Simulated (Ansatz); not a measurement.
Cu(PH3)Me (CH6CuP), relaxed as a singlet with RKS r2SCAN-D4/def2-TZVP in Ansatz, starting from the GFN2-xTB geometry. Force threshold 0.02 eV/Å.

Start:

| atom | x (Å) | y (Å) | z (Å) |
| --- | --- | --- | --- |
| Cu1 | 0.120 | -0.091 | -0.121 |
| P2 | -1.173 | 1.097 | 1.238 |
| H3 | -0.659 | 1.752 | 2.342 |
| H4 | -2.220 | 0.505 | 1.921 |
| H5 | -1.910 | 2.178 | 0.789 |
| C6 | 1.270 | -1.179 | -1.340 |
| H7 | 0.711 | -1.701 | -2.125 |
| H8 | 1.834 | -1.966 | -0.828 |
| H9 | 2.026 | -0.595 | -1.875 |

```
step  energy (eV)  largest force component (eV/Å)  SCF passes
   1  -55063.5901                           1.167          19
   2  -55063.6985                           0.583          21
   3  -55063.7133                           0.055          22
   4  -55063.7136                           0.011          24
```

Force components are those of the run's own axes.

End:

Cartesian coordinates in Å:
```
Cu 0.130 -0.111 -0.135
P -1.130 1.054 1.194
H -0.567 1.712 2.311
H -2.196 0.427 1.878
H -1.865 2.153 0.694
C 1.235 -1.147 -1.303
H 0.638 -1.650 -2.072
H 1.782 -1.919 -0.751
H 1.973 -0.519 -1.815
```

By distances, no bond broke or formed. The bond that changes most is Cu1–C6, from 2.00 to 1.91 Å (atoms count from 1).

No frequencies were taken in this run, so the end may be a saddle point.

Hardware: 2 threads of Arm Neoverse V2 on a shared host. Wall time 13 s.
